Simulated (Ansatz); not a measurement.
The cluster GaCl3, relaxed as a singlet with RKS PBE0-D4/def2-SVP in Ansatz, starting from the GFN2-xTB geometry. Force threshold 0.02 eV/Å.

The restricted singlet is unstable towards broken spin symmetry in Hartree–Fock (as tested in another run); at PBE0-D4/def2-SVP this wasn't settled. In the singlet, Cl3 and Cl4 lie 2.28 Å apart (atoms count from 1), so these atoms are partly bonded to each other. Another isomer (singlet) lies 3.71 eV lower at PBE0-D4/def2-TZVP; other spin states weren't run for this one.

Start:

```
atom    x (Å)    y (Å)    z (Å)
 Ga1  -0.2482   1.1403  -0.2519
 Cl2  -0.3402   3.2592   0.2037
 Cl3   0.4800  -3.2757   0.1448
 Cl4   0.1084  -1.1238  -0.0967
```

Task: Estimate the energy that the relaxation releases and the steps that it takes.

Result: 0.07 eV, in 12 steps; 14 s on 4 threads of Arm Neoverse V1 on a shared host. The force fell under the threshold at step 9, but the optimiser went on. No frequencies were taken in this run, so the end may be a saddle point.

Task: Does the start keep its bonding and symmetry?

Result: By distances, no bond broke or formed. The bond that changes most is Cl3–Cl4, from 2.20 to 2.28 Å (atoms count from 1). Point group Cs at the start, Cs at the end, both within 0.05 Å.

Task: Predict the relaxed structure.

Result: 
```tsv
atom	x (Å)	y (Å)	z (Å)
Ga1	-0.380	1.194	-0.571
Cl2	-0.204	3.078	0.488
Cl3	0.571	-3.178	0.404
Cl4	0.014	-1.094	-0.321
```
Bond lengths: 2 × Cl–Ga 2.17 to 2.34 Å; 1 × Cl–Cl 2.28 Å.
